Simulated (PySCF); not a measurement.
Fluorine: a sound run and one with changed settings

Sound run: F⁺ [He] 2s2 2p4, F²⁺ [He] 2s2 2p3. Calculation: PySCF 2.14, in aug-cc-pVDZ; no relativity, point nucleus. The sound run starts from symmetry-adapted Hartree-Fock orbitals and uses a fine grid where one is needed.

A second run was set up differently.

```
species  method  sound run (hartree)  changed run (hartree)  converged
     F⁺     UHF            -98.80167              -98.80167        yes
     F⁺     LDA            -98.41342              -98.41082        yes
     F⁺  M06-2X            -99.06048              -99.03387        yes
    F²⁺     UHF            -97.57598              -97.57598        yes
    F²⁺     LDA            -97.11648              -97.11174        yes
    F²⁺  M06-2X            -97.77238              -97.74947        yes
```

Ionisation energy of F⁺:

| method | sound run (eV) | changed run (eV) |
| --- | --- | --- |
| UHF | 33.353 | 33.353 |
| LDA | 35.292 | 35.350 |
| M06-2X | 35.051 | 34.950 |

(1) What was changed?
A. basis contracted for another Hamiltonian
B. level shift left on
C. radial grid too coarse
D. minimal basis

Answers

(1) C. It used radial step 0.5 in ln r (0.13 in the sound run). A coarse radial grid mis-integrates the density and the exchange-correlation energy, with errors of either sign; Hartree-Fock needs no grid.
